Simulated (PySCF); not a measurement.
Al(F)(Br)(vinyl) (C2H3AlBrF), SMILES C=[CH][Al]([F])[Br]. Geometry: PBE-D3(BJ)/def2-SVP. The structure was generated by enumeration; whether it is a known compound was not checked. The values are those of a single conformer.

These are PySCF 2.14.0 with PBE-D3(BJ)/def2-SVP values and carry that method's errors.

Harmonic wavenumbers (cm⁻¹): 82, 91, 178, 207, 293, 372, 460, 655, 860, 960, 968, 1015, 1218, 1370, 1598, 3036, 3067, 3128. Rotational constants (GHz): 2.922, 1.607, 1.037; symmetry number 1.

### Question
Work out the zero-point energy and the ideal-gas rigid-rotor harmonic-oscillator thermochemistry at 298.15 K and 1 atm.

### Answer
ZPE = ½ Σ hcν = ½ × 19558 cm⁻¹ = 27.96 kcal/mol. H − E(el) = 32.86 kcal/mol. Entropy in cal/(mol K): translation 40.98, rotation 28.58, vibration 16.09, total 85.65. G − E(el) = 7.32 kcal/mol. Cp = 23.16 cal/(mol K). Modes under 150 cm⁻¹ make the vibrational entropy uncertain.
